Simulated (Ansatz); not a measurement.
Total energies of Al(H2S)F3 (AlH₂SF₃) from Ansatz at PBE0-D4/def2-TZVPD, gas phase (1 Eh = 27.2114 eV = 2625.5 kJ/mol). The reference geometry is relaxed at PBE-D4/def2-SVP.

```
                 state   geometry  energy (Eh)
      charge 0 singlet  reference   -941.23226
     charge -1 doublet  reference   -941.23092
free Al atom (doublet)          –   -242.24900
 free S atom (triplet)          –   -397.97420
 free H atom (doublet)          –     -0.50104
 free F atom (doublet)          –    -99.67703
```

(1) Work out the vertical electron affinity, to the doublet.

(2) What is the binding energy per atom against free atoms?

(1) E(charge 0 singlet) − E(charge -1 doublet) = -941.23226 − (-941.23092) = -0.00134 Eh = -0.04 eV; so near zero that its sign isn't settled.

(2) Atoms: 1 × (-242.24900) + 1 × (-397.97420) + 2 × (-0.50104) + 3 × (-99.67703) = -940.25637 Eh. Binding: -940.25637 − (-941.23226) = 0.97589 Eh = 26.56 eV, or 3.79 eV for each of 7 atoms (no zero-point energy, no counterpoise term).

At PBE0-D4/def2-TZVPD the highest occupied level of the charge -1 doublet lies above zero (up to 1.20 eV). Energy differences put its binding near zero (-0.04 eV; vertical, to the charge 0 singlet, at PBE0-D4/def2-TZVPD), which leaves it undecided.
